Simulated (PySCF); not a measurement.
CH3BiCl2, SMILES [Cl][Bi]([Cl])[CH3].

Coordinates come from a B3LYP-D3(BJ)/def2-SVP optimisation. The structure was generated by enumeration; whether it is a known compound was not checked. The def2 effective core potentials stand for the cores of Bi; spin–orbit coupling is left out.

Method: r2SCAN/def2-TZVP run with PySCF.

**Question.** Estimate the frontier levels, gap, dipole moment and polarisability. (An estimate is asked for; the answer gives what the named calculation found.)

**Answer.** 
```json
{
 "highest_occupied_level": "-6.91 eV",
 "lowest_empty_level": "-2.71 eV",
 "orbital_gap": "4.20 eV",
 "dipole_moment": "4.21 D",
 "quadrupole, principal values (traceless, Buckingham form, about the centre of nuclear charge)": "-7.56, 2.49, 5.07 D·Å",
 "mean_static_polarisability": "82.1 bohr³ (12.17 Å³)",
 "polarisability_principal_values": "70.2, 83.3, 92.9 bohr³"
}
```
